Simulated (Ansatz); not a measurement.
Gas-phase electronic energies from Ansatz, PBE0-D4/def2-TZVP geometries. CBS: MP2 limit from def2 TZ/QZ plus the TZ coupled-cluster correction, frozen cores. DFT in def2-TZVPP. B3LYP here is the variant with VWN-RPA as its local correlation; programs differ in this. For Ge outer-core shells are correlated without core-valence functions, which leaves a few kJ/mol of doubt a bond. Scalar relativity is left out up to krypton. One conformer a species, not always the lowest.

`CC(C)[O][Ge][Cl]` + `OB(O)F` → `CC(C)OB(O)F` + `[OH][Ge][Cl]`  (substitution at a C–O bond)

`CC(C)[O][Ge][Cl]`:

Z-matrix (Å, degrees):
```
C
C 1 1.515
H 1 1.093 2 110.0
H 1 1.092 2 110.4 3 119.3
H 1 1.091 2 111.0 3 -119.9
C 2 1.515 1 113.0 3 61.7
O 2 1.426 1 111.0 3 -172.9
H 2 1.096 1 108.5 3 -58.7
H 6 1.091 2 111.0 1 58.4
H 6 1.093 2 110.0 1 -61.5
H 6 1.092 2 110.4 1 179.2
Ge 7 1.756 2 139.9 1 -63.2
Cl 12 2.228 7 104.4 2 0.1
```

`OB(O)F`:

```xyz
6

O     1.097    0.002    0.188
B    -0.193   -0.075   -0.236
O    -1.224    0.282    0.563
F    -0.478   -0.508   -1.464
H     1.729   -0.281   -0.477
H    -0.931    0.581    1.427
```

`CC(C)OB(O)F`:

Z-matrix (Å, degrees):
```
C
C 1 1.513
H 1 1.092 2 110.8
H 1 1.093 2 110.2 3 120.4
H 1 1.092 2 110.4 3 -119.8
C 2 1.511 1 112.8 3 179.7
O 2 1.431 1 109.4 3 -61.0
H 2 1.095 1 109.2 3 57.6
H 6 1.093 2 110.3 1 59.2
H 6 1.092 2 110.4 1 -60.7
H 6 1.091 2 110.7 1 179.1
B 7 1.344 2 121.7 1 86.9
O 12 1.362 7 122.6 2 0.9
F 12 1.338 7 117.7 2 -179.4
H 13 0.960 12 112.5 7 179.0
```

`[OH][Ge][Cl]`:

Cartesian coordinates in Å:
```
O 0.636 0.098 -0.960
Ge -0.590 1.026 -0.080
Cl -0.922 -0.379 1.597
H 0.876 -0.744 -0.557
```

```csv
level,ΔE (kJ/mol)
B3LYP-D4,-2.5
ωB97M-V,-8.9
```

Question: What does CCSD(T)/CBS give? (An estimate is asked.)

Answer: Ansatz gave: -5.5 kJ/mol. The listed levels differ from it by 3.0, -3.4 kJ/mol.

Largest T1 diagnostic among the species: 0.014.

In def2-TZVPP, CCSD(T) changes the Hartree–Fock value by +9.1 kJ/mol (the triples alone add +2.5 kJ/mol) and MP2 by +11.4 kJ/mol. The D4 term adds +7.8 kJ/mol with B3LYP and +4.4 kJ/mol with PBE0; it sums over pairs of atoms, weighted by their polarisabilities, and B3LYP, whose exchange is more repulsive, gets the larger term.
